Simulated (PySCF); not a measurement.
**Orbital picture of BBr**

PBE0 at R = 1.899 Å; B def2-TZVPPD, Br def2-TZVPPD; no relativity (PySCF 2.14). State: ¹Σ⁺ (singlet), closed shell. Only the outer orbitals are listed, counted within each symmetry.

| orbital | occ. | ε (eV) | on B (%) | main shells (%) |
| --- | --- | --- | --- | --- |
| 8σ | 2 | -22.98 | 3 | 95 Br s |
| 9σ | 2 | -13.48 | 40 | 52 Br p, 34 B s |
| 4π | 2 | -9.96 | 9 | 91 Br p |
| 4π | 2 | -9.96 | 9 | 91 Br p |
| 10σ | 2 | -7.44 | 85 | 58 B s, 26 B p, 16 Br p |
| 5π | 0 | -2.15 | 83 | 83 B p, 9 Br d |
| 5π | 0 | -2.15 | 83 | 83 B p, 9 Br d |
| 11σ | 0 | 0.22 | 99 | 78 B s, 58 Br p, 20 B p |

Task: Which are the highest filled and the lowest empty level, where do they sit, and how wide is the gap?

Result: Highest filled 10σ at -7.44 eV (in %: 58 B s, 26 B p, 16 Br p); lowest empty 5π at -2.15 eV (in %: 83 B p, 9 Br d); the gap at PBE0 is 5.29 eV.

```
bond order (Mayer)                              : 1.25
⟨S²⟩                                            : 0.000
charge on B (Mulliken, basis-dependent)         : 0.08
charge on B (Löwdin, basis-dependent)           : -0.49
dipole moment (positive dipole means B(−)Br(+)) : 1.44 D
polarisability along the bond                   : 54.0 bohr³
polarisability across the bond                  : 34.3 bohr³
```
